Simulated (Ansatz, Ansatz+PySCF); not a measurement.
```yaml
atoms:
  - { symbol: Fe, position_ang: [0.0000, 0.0000, 0.0000] }
  - { symbol: Cl, position_ang: [0.0000, 0.0000, 2.1280] }
  - { symbol: Cl, position_ang: [0.0000, 0.0000, -2.1280] }
```

Basis set: def2-SVP (spherical functions). Left uncorrelated: 15 orbitals. Correlation on ROHF uses semicanonical orbitals with singles. Charge 0, multiplicity 5.

Computed with Ansatz (development build ahead of 0.2.0); each method stands on the lowest determinant of its kind that the runs found. Restricted functionals stand beside restricted open-shell atoms, which can lie above the unrestricted atoms usual in DFT and then raise those values.

Problem. Give the atomization energy at this shape (free ground-state atoms in the same class of orbitals less the molecule, no zero-point energy) of quintet FeCl2 by ωB97X (unrestricted), ωB97X (restricted open-shell), r²SCAN (unrestricted), r²SCAN (restricted open-shell), PBE0 (unrestricted), PBE0 (restricted open-shell), PBE (unrestricted), PBE (restricted open-shell), UHF-MP2, ROHF-MP2, UHF, ROHF.

Solution.

```
                        method  atomization energy
          ωB97X (unrestricted)             8.22 eV
 ωB97X (restricted open-shell)             8.27 eV
         r²SCAN (unrestricted)             8.84 eV
r²SCAN (restricted open-shell)             8.96 eV
           PBE0 (unrestricted)             8.31 eV
  PBE0 (restricted open-shell)             8.36 eV
            PBE (unrestricted)             8.75 eV
   PBE (restricted open-shell)             8.81 eV
                       UHF-MP2             7.53 eV
                      ROHF-MP2             7.48 eV
                           UHF             6.06 eV
                          ROHF             6.23 eV
```

Caution: other spin multiplicities were not run.
